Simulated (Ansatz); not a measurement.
A structure relaxed at PBE-D4/def2-SVP in Ansatz, charge 0, singlet:

```xyz
62

As    0.293   -0.324    5.513
In   -0.577   -2.892    4.958
In    3.727   -2.591    3.277
As    1.054   -2.882    2.818
In   -0.457    1.792    4.037
As   -3.079    1.081    3.796
In    3.060    1.592    2.039
As    4.175   -0.707    1.344
As    0.452    1.239    1.627
In    0.062   -1.299    0.950
In   -4.156    0.376    1.418
As   -2.602   -1.682    0.751
In    3.735   -1.553   -1.138
As    1.110   -1.813   -1.409
In    1.004   -4.462   -1.878
In   -3.461   -2.632   -1.600
As   -1.754   -4.644   -2.081
As    3.586    3.358    0.037
In   -0.593    2.949   -0.145
As   -3.195    2.180   -0.291
In    2.908    2.977   -2.564
As    4.216    0.613   -2.730
As    0.355    2.333   -2.545
In    0.134   -0.217   -3.300
In   -4.138    1.448   -2.688
As   -2.545   -0.647   -3.137
In   -0.487    4.078   -4.422
As   -3.154    3.344   -4.315
H     0.147    0.089    6.978
H     1.820   -0.315    5.478
H     0.009   -3.918    6.231
H    -2.233   -2.626    4.476
H     3.825   -1.716    4.784
H     4.534   -4.056    2.812
H     0.875   -4.236    2.130
H    -0.292    3.375    4.734
H    -3.340   -0.092    4.739
H    -3.998    2.084    4.493
H     3.512    2.270    3.582
H     5.677   -0.409    1.393
H    -5.878    0.146    1.487
H    -2.939   -2.753    1.789
H     4.747   -2.873   -1.662
H     1.342   -5.294   -0.386
H     1.573   -4.806   -3.483
H    -5.157   -3.007   -1.714
H    -2.307   -5.826   -1.283
H    -2.177   -5.176   -3.451
H     5.045    3.815    0.100
H     2.977    4.693    0.461
H    -0.461    4.622    0.341
H    -4.014    3.433    0.036
H     3.563    4.210   -3.605
H     5.717    0.892   -2.828
H     4.042    0.139   -4.172
H     0.730   -0.524   -4.913
H    -5.854    1.171   -2.785
H    -2.967   -1.091   -4.540
H    -0.468    5.685   -3.755
H     0.038    3.534   -5.988
H    -4.063    4.554   -4.099
H    -3.697    2.990   -5.700
```

(1) Give its formula.

(2) Summarise the bond lengths by kind (pairs closer than 1.2 times the sum of covalent radii, bridged metal pairs left out).

Answers

(1) In₁₄As₁₄H₃₄, a nanocrystal cut from wurtzite InAs (hydrogen-capped).

(2) 39 × As–In 2.63 to 2.77 Å; 17 × H–In 1.74 to 1.75 Å; 17 × As–H 1.53 Å.

In the def2 sets In takes a core potential; there is no spin–orbit coupling. Single mean-field runs in def2-SVP are fitted with def2-universal-jkfit.
